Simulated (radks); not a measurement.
Neutral europium inside a hard spherical wall (all orbitals vanish at R), configuration held at [Xe] 4f7 6s2 and not refilled when levels cross. Calculated with a radial shooting solver on a logarithmic mesh with Libxc functionals: scalar-relativistic Kohn-Sham, PBE, spin-polarised, spherical densities, point nucleus; open shells are filled with parallel spins first (spin-orbit coupling, left out, can overturn this in heavy ions). Eigenvalues in eV for spin up, with the zero of energy where the potential of the charges vanishes at infinity; a dash marks a level that is unbound or too diffuse for the functional's potential to be trusted. A positive occupied level is held by the wall or, in an anion where self-interaction has pushed it up, behind a barrier. The pressure on the wall is -dE/dV.

| R (bohr) | E (hartree) | kinetic (hartree) | e(5s) | e(5p) | e(4f) | e(6s) | e(5d, empty) | e(6p, empty) | pressure (GPa) |
|---|---|---|---|---|---|---|---|---|---|
| free | -10844.3705 | 11618.886 | -45.696 | -24.552 | -4.099 | -3.723 | -1.791 | -1.236 | 0 |
| 20 | -10844.3705 | 11618.886 | -45.696 | -24.552 | -4.099 | -3.723 | -1.791 | -1.235 | < 0.0001 |
| 15 | -10844.3705 | 11618.886 | -45.692 | -24.548 | -4.095 | -3.720 | -1.788 | -1.220 | 0.000279 |
| 12 | -10844.3700 | 11618.891 | -45.650 | -24.507 | -4.054 | -3.689 | -1.749 | -1.124 | 0.00799 |
| 8 | -10844.3496 | 11619.019 | -44.921 | -23.788 | -3.333 | -3.038 | -1.084 | 0.121 | 0.689 |
| 6 | -10844.2429 | 11619.484 | -43.234 | -22.157 | -1.643 | -0.820 | 0.627 | 3.723 | 7.66 |
| 2.5 | -10835.5669 | 11650.390 | -13.938 | 9.193 | 32.365 | 91.750 | 44.006 | 115.94 | 5920 |
| 2 | -10821.0378 | 11696.398 | 18.977 | 47.935 | 64.124 | 203.30 | 94.728 | 237.84 | 29000 |
| 1.5 | -10768.1030 | 11853.120 | 129.95 | 175.44 | 141.06 | 519.69 | 246.01 | 570.33 | 212000 |
